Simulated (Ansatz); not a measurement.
## Ansatz (development build ahead of 0.2.0) run

```yaml
crystal:
  periodic: [false, false, false]
  atoms:
    - { symbol: C, position_ang: [0.0069, 0.00705, -1.81265] }
    - { symbol: I, position_ang: [0.00402, 0.00169, 0.31819] }
    - { symbol: H, position_ang: [-0.002, -1.03228, -2.15311] }
    - { symbol: H, position_ang: [-0.90743, 0.51527, -2.15821] }
    - { symbol: H, position_ang: [0.89501, 0.5257, -2.15657] }
basis:
  gaussian: { orbitals: STO-3G }
hamiltonian:
  xc: hf
correlation:
  method: mp2
  frozen_orbitals: { C: 1, H: 0, I: 18 }
```

The input is written out in the form of the current development build from the run's settings.

Results

```yaml
Converged: yes
Reference_energy: -6889.83891 hartree
Correlation_energy: -0.06584 hartree
Total_energy: -6889.90475 hartree
Spin_squared_of_the_determinant: 0.000
```
